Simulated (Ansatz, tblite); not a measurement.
Spin states of the cluster GeSe₂⁺ (the lowest doublet isomer of a short search), each relaxed with PBE0-D4/def2-TZVP in Ansatz. Electronic energies in the gas phase.

The xTB rows come from tblite. B3LYP takes the VWN-RPA correlation. Correlated methods freeze 27 core orbitals; core or outer-core shells of Ge, Se are correlated, in sets that lack core-valence functions. The rows differ in basis, and correlated rows in double-zeta sets carry the largest basis error. The structure comes from a short search, and lower isomers may exist.

Doublet geometry (C2v within 0.1 Å):

```xyz
3

Ge    0.466   -1.330   -0.242
Se    0.847    1.033    0.174
Se   -1.313    0.297    0.068
```

Quartet geometry:

```xyz
3

Ge   -0.431   -0.756    1.494
Se    1.116   -0.232   -0.772
Se   -0.685    0.988   -0.722
```

⟨S²⟩: doublet 0.76 at PBE0-D4/def2-TZVP (pure 0.75), quartet 3.76 at PBE0-D4/def2-TZVP (pure 3.75).

Only these spin states were relaxed.

```tsv
level	quartet − doublet (kJ/mol)	lowest of these
GFN2-xTB	241.4	doublet
HF/STO-3G	224.7	doublet
HF/def2-SVP	165.6	doublet
r2SCANh-D4/def2-TZVP	230.1	doublet
B3LYP-D4/def2-TZVP	225.6	doublet
PBE0-D4/def2-TZVP	231.6	doublet
ωB97X-V/def2-TZVP	237.7	doublet
PBE-QIDH/def2-TZVP	237.9	doublet
RPA@PBE/def2-TZVP	223.5	doublet
MP2/def2-SVP	227.4	doublet
CCSD/def2-SVP	212.9	doublet
CCSD(T)/def2-SVP	219.5	doublet
```

The xTB methods have no spin-polarisation term.
